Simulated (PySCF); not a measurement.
MB anions for M along group 14

CCSD(T) with double-zeta basis sets in PySCF, for the lowest determinant that a PBE0 search found; no spin–orbit coupling. De refers to high-spin ground-configuration atoms (the charge goes to the atom of lower measured ionisation energy or higher electron affinity, which is not always the lowest computed limit).

| M | basis | reference, frozen orbitals | charged atom | state (unpaired electrons) | Re (Å) | ωe (cm⁻¹) | De (eV) |
| --- | --- | --- | --- | --- | --- | --- | --- |
| C | aug-cc-pVDZ | ROHF, 2 | C− | triplet (σ ↑, π ↑) | 1.470 | 1264 | 4.64 |
| Si | def2-SVPD | ROHF, 6 | Si− | triplet (σ ↑, π ↑) | 1.880 | 813 | n/a |
| Sn | aug-cc-pVDZ-PP/aug-cc-pVDZ | ROHF, 5 | Sn− | triplet (σ ↑, π ↑) | 2.175 | 553 | 2.32 |
| Pb | aug-cc-pVDZ/aug-cc-pVDZ-PP | UHF, 5 | Pb− | triplet (σ ↑, π ↑) | 2.242 | 506 | 2.13 |

The shortest bond is that of BC⁻ (1.470 Å), the longest that of BPb⁻ (2.242 Å).

The rows differ in basis set, which adds steps of its own.

Down a group the atoms grow and get heavier, so bonds lengthen and wavenumbers fall; this series shows no clear exception.

Correlated steps freeze the inner cores (2 to 6 orbitals); shallow outer-core shells are correlated. UHF and ROHF references stand side by side, which adds small steps between rows. Correlated levels converge slowly with the basis: in double zeta they bind strong bonds too weakly, by up to about 1 eV, and carry superposition errors of some tenths. These are scalar-relativistic numbers at best; spin–orbit coupling would shift them, the dissociation energy most. For an ion De counts to the pair picked by the measured ionisation energies or electron affinities, which need not be the lowest pair at this level. The CCSD T1 diagnostic is raised in BC⁻, SiB⁻, a sign that a single reference may not be enough there. States were picked by a PBE0 search and need not be the measured ground states.
